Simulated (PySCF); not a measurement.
# AgH₃ at several levels of theory

All levels use the PBE0 minimum (singlet; Ag–H 1.621 Å, Ag–H 1.968 Å (×2), H–H 0.772 Å; Ag–H–H 78.7° (×2), H–Ag–H 22.6°, H–Ag–H 168.7° (×2)), basis [Ag def2-TZVP with ECP28, H def2-TZVP], scalar-relativistic core potentials, density fitting, no spin–orbit coupling, PySCF. For vertical energies the ionised species is a doublet (spins chosen at PBE0 and kept). Atomisation goes to high-spin ground-configuration atoms, without zero-point energy. Open shells are unrestricted, also as the reference of the correlated levels. A dash marks a value that was not computed or is not defined at that level.

```csv
level,atomisation (kJ/mol),vertical IP (eV),−ε(HOMO) (eV),gap (eV),dipole (D)
PBE0,682,9.09,6.68,5.87,3.83
HF,455,7.69,8.80,10.19,4.85
MP2,656,8.91,–,–,–
PBE,702,9.26,5.75,4.23,3.43
B3LYP,?,?,?,?,?
r2SCAN,722,9.17,5.90,4.75,3.63
TPSSh,?,?,?,?,?
M06-L,693,9.13,5.75,4.52,3.64
r2SCAN0,702,9.05,6.82,6.27,3.92
```

(1) Fill in the row of B3LYP.

(2) Fill in the row of TPSSh.

Answers

(1) atomisation (kJ/mol) 710, vertical IP (eV) 9.29, −ε(HOMO) (eV) 6.60, gap (eV) 5.50, dipole (D) 3.70.

(2) atomisation (kJ/mol) 735, vertical IP (eV) 9.05, −ε(HOMO) (eV) 6.11, gap (eV) 5.07, dipole (D) 3.76.
